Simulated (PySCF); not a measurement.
Molecule: `FC(F)=C(F)c1ccco1`, C₆H₃F₃O.

Geometry (Å), atoms numbered from 1 in this order:
```xyz
13

F    -2.1885   -0.3468   -1.8097
C    -2.4159    0.1164   -0.5905
F    -3.7054    0.3565   -0.4068
C    -1.4622    0.3150    0.3263
F    -1.8298    0.7922    1.5309
C    -0.0500    0.0691    0.1699
C     0.9767    0.2467    1.0666
C     2.1497   -0.1524    0.3926
C     1.7541   -0.5394   -0.8535
O     0.4286   -0.4095   -0.9979
H     0.8894    0.6139    2.0681
H     3.1461   -0.1512    0.7828
H     2.3027   -0.9099   -1.6964
```

Frames of a GFN2-xTB Langevin trajectory at 300 K; GIAO PBE0/pcSseg-1 shieldings in PySCF 2.14.0 with density-fitted response routines, gas phase, non-relativistic; equivalent atoms averaged within each frame.

Scale: 19F (σ = 170.95 ppm) against CFCl3; 13C (σ = 186.93 ppm) vs TMS; 17O (σ = 336.08 ppm) against H2O (reference shieldings calculated alike). The references are static minima.

Question: How do the shifts (ppm) fluctuate along the trajectory?

Answer: 
```tsv
time (fs)	F3	F1	F5	C2	C6	C9	C4	C8	C7	O10
optimised geometry	-103.0	-115.1	-210.0	167.5	149.0	148.4	134.0	118.7	116.5	287.7
250	-98.1	-119.2	-211.7	170.5	150.6	146.1	130.3	118.3	118.1	314.4
425	-89.2	-103.7	-202.4	168.2	152.0	153.7	137.6	119.1	116.7	287.4
625	-108.8	-129.1	-213.4	159.7	158.1	146.7	127.4	111.8	116.6	299.1
800	-84.5	-97.6	-202.3	178.5	159.4	160.9	133.9	121.1	124.2	320.7
1000	-101.2	-119.3	-200.2	163.4	156.3	142.2	141.1	116.6	123.1	294.9
mean of frames	-96.4	-113.8	-206.0	168.1	155.3	149.9	134.0	117.4	119.7	303.3
standard deviation	9.7	12.8	6.0	7.2	3.8	7.4	5.5	3.5	3.6	13.8
```

5 frames give an uncertainty of the mean of about the standard deviation over 2.2 at best, since frames this close in time may not be independent; classical motion lacks zero-point vibration, and the reference would need the same averaging.
